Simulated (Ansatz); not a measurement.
Reactions of Br2HInS, SMILES `[SH][In]([Br])[Br]`.

Program: Ansatz. Geometries: PBE0-D4/def2-TZVP. ΔE: electronic, gas phase. CCSD(T)/CBS is the MP2 limit (def2-TZVPP, def2-QZVPP) plus CCSD(T) − MP2 in def2-TZVPP, frozen cores. This one scheme is used for every species, atoms too. DFT in def2-TZVPP. Open shells (•) are unrestricted, without spin–orbit coupling. Spin–orbit coupling would lower the free atoms: clearly for Br. Elements past krypton have def2 core potentials. Bonds to Br, In are less sure, by a few kJ/mol each and by 10 to 20 or more in all where they break to atoms, as the def2 sets lack core-valence functions. Scalar relativity is left out up to krypton. Each species was taken in one conformer, which may not be the lowest.

```json
{"reaction": "`[SH][In]([Br])[Br]` + H–F → `[F][In]([SH])[Br]` + HBr", "CCSD(T)/CBS(def2) (kcal/mol)": "?"}
{"reaction": "`[SH][In]([Br])[Br]` + `[OH][InH][Br]` → `[OH][In]([SH])[Br]` + `[Br][InH][Br]`", "CCSD(T)/CBS(def2) (kcal/mol)": "-0.6"}
{"reaction": "`[SH][In]([Br])[Br]` + `SS` → `S[S][In]([Br])[Br]` + H₂S", "CCSD(T)/CBS(def2) (kcal/mol)": "1.3"}
{"reaction": "`[SH][In]([Br])[Br]` + `[NH2][Al]([SH])[Cl]` → `[NH2][In]([SH])[Br]` + `[SH][Al]([Cl])[Br]`", "CCSD(T)/CBS(def2) (kcal/mol)": "12.0"}
{"reaction": "`[SH][In]([Br])[Br]` + H₂S → `[SH][In]([SH])[Br]` + HBr", "CCSD(T)/CBS(def2) (kcal/mol)": "10.0"}
{"reaction": "`[SH][In]([Br])[Br]` + HBr → `[Br][In]([Br])[Br]` + H₂S", "CCSD(T)/CBS(def2) (kcal/mol)": "-8.9"}
{"reaction": "`[SH][In]([Br])[Br]` + `[SiH3]SS` → `S[S][In]([Br])[Br]` + `[SiH3]S`", "CCSD(T)/CBS(def2) (kcal/mol)": "?"}
{"reaction": "`[SH][In]([Br])[Br]` + `S=C[SiH2]S` → `[SH][In]([SH])[Br]` + `S=C[SiH2]Br`", "CCSD(T)/CBS(def2) (kcal/mol)": "?"}
{"reaction": "`[SH][In]([Br])[Br]` → Br• + `[SH][In][Br]`•", "CCSD(T)/CBS(def2) (kcal/mol)": "84.0"}
{"reaction": "`[SH][In]([Br])[Br]` + `O[SiH3]` → `[SiH3][O][In]([SH])[Br]` + HBr", "CCSD(T)/CBS(def2) (kcal/mol)": "20.4"}
```

Task: Fill in the missing values. (Best estimate.)

Result: The calculation gave: `[SH][In]([Br])[Br]` + H–F → `[F][In]([SH])[Br]` + HBr: +19.8 kcal/mol; `[SH][In]([Br])[Br]` + `[SiH3]SS` → `S[S][In]([Br])[Br]` + `[SiH3]S`: +2.0 kcal/mol; `[SH][In]([Br])[Br]` + `S=C[SiH2]S` → `[SH][In]([SH])[Br]` + `S=C[SiH2]Br`: +1.4 kcal/mol.

Largest T1 diagnostic: 0.016, for `[SH][In][Br]`•.
